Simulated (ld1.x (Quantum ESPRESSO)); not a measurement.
# Cutoff test, Hg, TM

```
Element                 : mercury
Generator               : ld1.x (Quantum ESPRESSO) 7.5
Type                    : norm-conserving Troullier–Martins (Kleinman–Bylander form)
Functional              : PBE
Relativity              : scalar-relativistic
Frozen core             : [Kr] 4d10 4f14
Valence charge          : 20
Reference configuration : 5s2 5p6 5d10 6s0 6p0 (charge +2)
Partial waves           : 5p (bound): rc 1.60 bohr; 5d (bound): rc 2.10 bohr; 5f channel at -0.05 Ry: rc 1.85 bohr; 5s (bound): rc 1.10 bohr
Local potential         : the s channel
Core correction         : Bessel-smoothed model core, default radius (core density twice the valence density)
```

The pseudo-atom Hamiltonian at the reference potential is diagonalised in spherical Bessel functions j_l(qr) that vanish at 20 bohr, with q² up to the cutoff. All-electron valence levels (Ry): 5p -6.3051, 6p -1.0919, 5d -2.1154, 5s -10.0986, 6s -1.7168.

Q: How do the lowest levels (Ry) of each channel move with the cutoff, and are there ghosts?

A:

```
cutoff (Ry)     p #1     p #2     d #1     d #2     f #1     f #2      s #1     s #2     s #3  Σ f·Δε (mRy)
          8  -4.4819  -0.8635  -1.1449  -0.3994  -0.2907  -0.1684   -8.6857  -1.5087  -0.5418       23470.5
         18  -6.1377  -1.0668  -1.8389  -0.4866  -0.2931  -0.1706   -8.9120  -1.5815  -0.5636        6143.5
         30  -6.2943  -1.0978  -2.0798  -0.5101  -0.2937  -0.1712   -9.5358  -1.6479  -0.5787        1547.1
         50  -6.3027  -1.1009  -2.1153  -0.5138  -0.2939  -0.1713  -10.0171  -1.7393  -0.6010         179.2
         80  -6.3050  -1.1040  -2.1154  -0.5138  -0.2939  -0.1713  -10.0384  -1.7459  -0.6029         121.5
        120  -6.3051  -1.1042  -2.1154  -0.5139  -0.2939  -0.1713  -10.0919  -1.7520  -0.6042          13.7
        180  -6.3051  -1.1042  -2.1154  -0.5139  -0.2939  -0.1713  -10.0966  -1.7533  -0.6046           4.4
        300  -6.3051  -1.1042  -2.1154  -0.5139  -0.2939  -0.1713  -10.0987  -1.7536  -0.6047           0.2
        400  -6.3051  -1.1043  -2.1154  -0.5139  -0.2939  -0.1713  -10.0988  -1.7536  -0.6047           0.0
```

Result: no extra level below or beside the all-electron valence levels (p, d, f, s tested); 10 mRy is reached at 140 Ry and 1 mRy at 230 Ry.

Its largest configuration-test error is +894 meV.
